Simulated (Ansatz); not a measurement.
Job for Ansatz (a first-principles code): R-wB97M-V/def2-TZVPPD on H2 (SMILES [H][H]) with ghost functions. Files ending in .json are basis or fitting sets from the Basis Set Exchange.

Ansatz 0.2 input:
```yaml
crystal:
  periodic: [false, false, false]
  atoms:
    - {symbol: H, position_ang: [0.13235489, 0.27802978, 3.01792610]}
    - {symbol: H, position_ang: [-0.05372971, -0.11734870, 3.62038648]}
basis:
  gaussian:
    orbitals: def2-TZVPPD.json
    ghost_atoms:
      - {symbol: C, position_ang: [0.16870368, 0.34907248, -0.09199768]}
      - {symbol: O, position_ang: [-0.18374212, -0.40427055, -0.84922749]}
hamiltonian:
  xc: {name: wB97M-V}
scf: {lower_state_search: off}
```

The head of its log:

```
WARN ansatz: RAYON_NUM_THREADS=1 ignored (pool sized by the plan → 1); use --threads N
Functional definition: wB97M-V
these checks for a lower state are left out or cut short: stability, starts, cluster_reference, orbital_swaps, neighbouring_geometries, increment
integrals: 0.02 GiB planned
456 factors; their error is unknown
integrals: 0.06 GiB planned
149 factors; integrals over basis functions are off by at most 3.6e-5 eV
mean field: 0.27 GiB planned
mean field evaluation 1: about -31.5777 eV, gradient 3.7e0 eV
mean field evaluation 2: about -31.6051 eV, gradient 2.5e-1 eV
```

**Question.** Give the final energy of this run.

**Answer.** -1.1614 hartree.
